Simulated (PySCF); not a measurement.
Several molecules and their computed UV-vis stick spectra, shuffled. Theory: TDDFT CAM-B3LYP/def2-SVPD, vertical, gas phase, core orbitals frozen in the response in PySCF. Geometries: PBE0-D3(BJ)/def2-SVP; one conformer of each isolated species. Triplets are in the Tamm–Dancoff approximation. Atoms past krypton carry core potentials; spin–orbit coupling is left out.

A. `c1cccn1[SiH2][SiH3]`
B. `[GeH3][N]1CCCC1`
C. `[In]([I])([I])[I]`
D. `[F][GeH2][GeH2][SiH3]`
E. `[GeH3][NH]C1CCC1`

Lowest singlet levels (six at most, fewer where fewer were computed) with oscillator strengths:

1. 5.62 eV (f 0.001); 6.09 eV (f 0.045); 6.20 eV (f 0.007); 6.25 eV (f 0.005); 6.32 eV (f 0.039); 6.51 eV (f 0.081); T1 4.15 eV
2. 5.85 eV (f 0.010); 6.52 eV (f 0.034); 7.01 eV (f 0.003); 7.17 eV (f 0.022); 7.23 eV (f 0.005); 7.44 eV (f 0.045); T1 5.54 eV
3. 3.74 eV (f 0.000); 3.92 eV (f 0.000 summed over 2 states); 4.04 eV (f 0.107 summed over 2 states); 4.47 eV (f 0.018); 4.79 eV (f 0.000); 4.96 eV (f 0.000 summed over 2 states) [of 10 roots; the last level is left out, as the window may have cut its degenerate partner]; T1 3.42 eV
4. 6.12 eV (f 0.075); 6.90 eV (f 0.004); 7.04 eV (f 0.264); 7.13 eV (f 0.046); 7.25 eV (f 0.205); 7.47 eV (f 0.018); T1 5.48 eV
5. 5.56 eV (f 0.018); 6.17 eV (f 0.040); 6.62 eV (f 0.008); 6.79 eV (f 0.008); 6.90 eV (f 0.078); 7.03 eV (f 0.003); T1 5.36 eV

Question: Match each spectrum to its molecule.

Answer: 1 = A, 2 = E, 3 = C, 4 = D, 5 = B.
- A: S1 at 5.62 eV, HOMO→LUMO (82%), HOMO→LUMO+1 (14%); Löwdin shares by element: HOMO carbon 84% (atoms not listed hold the other 16%); LUMO silicon 55%, hydrogen 17% or more (atoms not listed hold the other 27%); HOMO -7.51 and LUMO 0.76 eV.
- B: S1 at 5.56 eV, HOMO→LUMO (68%), HOMO→LUMO+1 (26%); Löwdin shares by element: HOMO nitrogen 55%, carbon 17% or more, germanium 7% (atoms not listed hold the other 21%); LUMO germanium 45%, hydrogen 22% or more (atoms not listed hold the other 33%); HOMO -7.52 and LUMO 1.04 eV.
- C: S1 at 3.74 eV, HOMO→LUMO (97%); Löwdin shares by element: HOMO iodine 100%; LUMO iodine 70%, indium 30%; HOMO -9.05 and LUMO -2.38 eV; point group D3h, 6 of its 9 listed states under f = 0.0005.
- D: S1 at 6.12 eV, HOMO→LUMO (84%); Löwdin shares by element: HOMO germanium 55%, silicon 18%, hydrogen 5% or more (atoms not listed hold the other 21%); LUMO germanium 54%, silicon 12%, hydrogen 8% or more (atoms not listed hold the other 26%); HOMO -9.19 and LUMO 0.09 eV.
- E: S1 at 5.85 eV, HOMO→LUMO (53%), HOMO→LUMO+1 (42%); Löwdin shares by element: HOMO nitrogen 54%, carbon 11% or more, germanium 8%, hydrogen 6% or more (atoms not listed hold the other 20%); LUMO germanium 50%, hydrogen 22% or more (atoms not listed hold the other 28%); HOMO -7.97 and LUMO 1.05 eV.
A and B have S1 within 0.06 eV of each other; their strongest listed levels stand at 6.51 eV (f 0.081) and 6.90 eV (f 0.078).

Without π bonds the low states are Rydberg-like; a valence basis with one diffuse set may place them up to an eV too high.
